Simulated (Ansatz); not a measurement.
C$_{4}$H$_{8}$O$_{3}$ (`CCOC(=O)OC`), relaxed with RKS PBE0-D4/def2-TZVP in Ansatz from a GFN2-xTB geometry. The force threshold is 0.005 eV/Å; the program also tests the step.

The species carries charge 0 and has multiplicity 1.

Start:

```xyz
15

C    -2.287    0.304    0.674
C    -1.109    1.267    0.685
O    -0.187    0.983   -0.372
C     0.676   -0.005   -0.152
O     0.773   -0.649    0.854
O     1.436   -0.154   -1.239
C     2.422   -1.175   -1.161
H    -1.941   -0.707    0.873
H    -2.781    0.325   -0.294
H    -2.998    0.591    1.445
H    -0.581    1.210    1.642
H    -1.434    2.292    0.498
H     1.951   -2.160   -1.168
H     3.010   -1.072   -0.247
H     3.051   -1.049   -2.039
```

By how much does the energy fall, and how many steps does the optimiser take? (An estimate is asked.)

The calculation gave: 0.30 kcal/mol, in 10 steps.

Which bonds change most? (An estimate is asked.)

Ansatz gave: C1–C2 from 1.522 to 1.508 Å; C1–H10 from 1.087 to 1.093 Å; C4–O6 from 1.335 to 1.330 Å; C1–H9 from 1.087 to 1.092 Å.

Give the relaxed structure. (Best estimate.)

Computed: 
```xyz
15

C    -2.291    0.312    0.645
C    -1.103    1.240    0.702
O    -0.180    0.979   -0.364
C     0.682   -0.006   -0.148
O     0.776   -0.667    0.853
O     1.436   -0.138   -1.234
C     2.422   -1.160   -1.149
H    -1.981   -0.721    0.810
H    -2.794    0.384   -0.321
H    -3.006    0.582    1.425
H    -0.578    1.153    1.654
H    -1.401    2.278    0.550
H     1.956   -2.133   -0.987
H     3.117   -0.959   -0.332
H     2.944   -1.145   -2.103
```
